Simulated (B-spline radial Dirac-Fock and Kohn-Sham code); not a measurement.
# Photoelectron lines of Ne⁴⁺ at 622 eV

System: the Ne⁴⁺ ion, 1s2 2s2 2p2.

The computed values come from a radial B-spline solver: the independent-particle Dirac-Slater model, thresholds from Dirac-Fock. The asymmetry parameter β is from the dipole term alone. Kinetic energies are from the vacuum level. Open shells are spread statistically over j, without multiplet splitting.

The last column is dσ/dΩ = σ/(4π) · [1 − (β/2) P₂(cos θ)] at θ = 90° from the beam of unpolarised light.

| subshell | electrons | binding (eV) | kinetic (eV) | σ (kb) | β | dσ/dΩ (kb/sr) |
| --- | --- | --- | --- | --- | --- | --- |
| 2s | 2 | 142.9 | 479.1 | 43.4 | 2.00 | 5.18 |
| 2p1/2 | 0.67 | 124.2 | 497.8 | 4.85 | 1.13 | 0.495 |
| 2p3/2 | 1.33 | 124.0 | 498.0 | 9.61 | 1.13 | 0.981 |

Branching ratios of the spin-orbit partners (statistical value in brackets): 2p 1.98 (2.00).

Run: 1.3 s of CPU time on 1 thread of Intel(R) Xeon(R) 6975P-C (shared host), peak memory 0.29 GiB.
